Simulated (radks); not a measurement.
Results of a calculation; reference values are marked as such.
Species: Sc3+. Configuration: [Ar].

Code: a radial shooting solver on a logarithmic mesh with Libxc functionals. Model: scalar-relativistic Kohn-Sham, SCAN, spin-unpolarised, spherical densities, finite nucleus; meta-GGA in the generalised Kohn-Sham scheme; Fermi nuclear charge, rms radius 3.5459 fm.

Energy parts (eV):
part                      energy
total                 -20755.290
kinetic                20915.770
electron-nucleus      -48716.411
Hartree                 8090.380
exchange-correlation   -1045.029

Orbitals (lengths in bohr, moments of r in powers of bohr; <r^-3> diverges for s and p1/2; r(max) is where P^2 peaks):
| orbital | occ. | eigenvalue (eV) | <r^2> | <r^-3> | r(max) | <r^4> |
|---|---|---|---|---|---|---|
| 1s | 2 | -4448.967 | 0.007183 | - | 0.04782 | 0.0001332 |
| 2s | 2 | -514.6623 | 0.1387 | - | 0.2831 | 0.03405 |
| 2p | 6 | -426.1436 | 0.1165 | 224.1 | 0.2325 | 0.02816 |
| 3s | 2 | -88.3193 | 1.283 | - | 0.9204 | 2.606 |
| 3p | 6 | -65.4428 | 1.486 | 25.96 | 0.9576 | 3.692 |

The highest occupied level is 3p at -65.443 eV. Summed over all electrons, <r^2> = 12.47 bohr^2, which gives a Langevin (diamagnetic) susceptibility term of -9.88 x 10^-6 cm^3/mol.

Empty levels of this run are not shown, since the potential may be unsettled where no density lies.
